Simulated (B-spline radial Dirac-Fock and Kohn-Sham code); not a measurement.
**Kohn-Sham estimates against Dirac-Fock for the levels of Hg¹⁶⁺**

System: the Hg¹⁶⁺ ion, configuration [Kr] 4d10 4f14 5s2 5p2.

The density-functional columns are spherical, spin-unpolarised Dirac-Kohn-Sham results without Breit or QED terms: −ε is minus the orbital energy of the initial state and ΔSCF the difference of two total energies. The reference in the last column comes from Dirac-Fock ΔSCF + Breit + QED. All numbers are from an atomic code on a B-spline grid, in eV; a selection of levels is shown. The Kohn-Sham columns are given as differences from the reference. For the 1s level of heavy atoms much of the gap between ΔSCF and the reference is the Breit and QED part, -454.1 eV here; for other levels the error of the functional can be larger.

```csv
level,LDA −ε − DF,LDA ΔSCF − DF,Dirac-Fock
K,-185.9,+443.4,83468.2
L1,-179.2,-54.7,15216.0
L2,-124.5,+34.1,14576.0
L3,-144.4,-10.6,12649.7
M1,-102.1,-59.6,3928.2
M2,-82.3,-37.0,3642.9
M3,-82.0,-40.7,3211.1
M4,-59.6,-11.4,2746.0
M5,-61.3,-14.5,2655.1
N1,-58.8,-35.6,1159.6
N2,-49.6,-26.5,1036.3
N3,-49.4,-27.4,930.8
N4,-36.5,-14.7,730.1
N5,-36.5,-15.0,710.4
N6,-19.1,+2.1,449.7
N7,-19.3,+1.6,445.6
O1,-8.5,+5.0,436.7
"O2,3",-9.1,+3.3,378.1
```

Values without a named source are computed, but for edge energies of neutral atoms, which are taken from tables.
